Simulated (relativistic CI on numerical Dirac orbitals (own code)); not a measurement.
L2,3 absorption of iron in several valence states

Computed multiplet spectra 2p⁶3dⁿ → 2p⁵3dⁿ⁺¹ (Dirac-Coulomb-Breit ions, Slater integrals scaled by 0.8, an assumed crystal field that grows with the charge, no charge transfer; 300 K; Lorentzian 0.4 eV and Gaussian 0.3 eV FWHM at both edges, so that L2 comes out sharper than in experiment). Peaks over 5 % are given in eV from the highest peak in the L3 region of each spectrum (height, largest 100). S of the lowest state is read from ⟨S²⟩, and the branching ratio is the share of L3, cut at the minimum between the edges.

Field parameters in Wybourne normalisation: Oh B⁴₀ = 21Dq, B⁴₄ = √(5/14) B⁴₀. The field is a parameter set, without covalency.

- Fe²⁺ (d6, Oh, 10Dq = 17250 cm⁻¹): S = 0.03, low spin, branching ratio 0.65; peaks -2.0 (7), 0.0 (100), 1.9 (30), 12.0 (52), 13.3 (15)
- Fe³⁺ (d5, Oh, 10Dq = 22300 cm⁻¹): S = 2.50, high spin, branching ratio 0.77; peaks -2.7 (42), 0.0 (100), 1.5 (23), 3.7 (7), 10.5 (13), 12.3 (9), 13.3 (15), 14.7 (11)
- Fe⁵⁺ (d3, Oh, 10Dq = 32350 cm⁻¹): S = 1.50, branching ratio 0.60; peaks -4.4 (39), -2.1 (47), -0.6 (69), 0.0 (75), 0.8 (67), 1.4 (68), 4.8 (10), 5.6 (8), 7.1 (7), 8.6 (19), 9.5 (43), 10.8 (100), 12.2 (35), 13.3 (32), 14.0 (44)

What spin state follows for Fe⁴⁺ in Oh, 10Dq = 27300 cm⁻¹, and does its branching ratio lie nearer 2/3 or nearer 0.8?

Fe⁴⁺ (d4, Oh, 10Dq = 27300 cm⁻¹): S = 1.12, low spin, branching ratio 0.68; peaks -5.3 (44), -3.3 (55), -1.8 (99), -0.9 (96), 0.0 (100), 8.6 (20), 9.8 (54), 10.9 (66), 12.9 (20), 14.0 (14), 15.2 (6). High-spin states, above all those with an unquenched orbital moment, raise the ratio above the statistical 2/3; low spin and nearly empty shells keep it near or below 2/3.

The centroid of the whole edge, which also moves with the branching ratio, lies at 714.8 (Fe²⁺), 716.2 (Fe³⁺), 720.5 (Fe⁴⁺), 726.1 (Fe⁵⁺) eV in this ionic model, in steps of 1.4 to 5.6 eV. Compounds show about 1 to 2 eV a unit and lower energies for the high valences, since ligands screen the charge. The multiplet shape follows the d count and the spin state, and so serves as a fingerprint of valence. Fe⁴⁺ lies at a spin crossover.
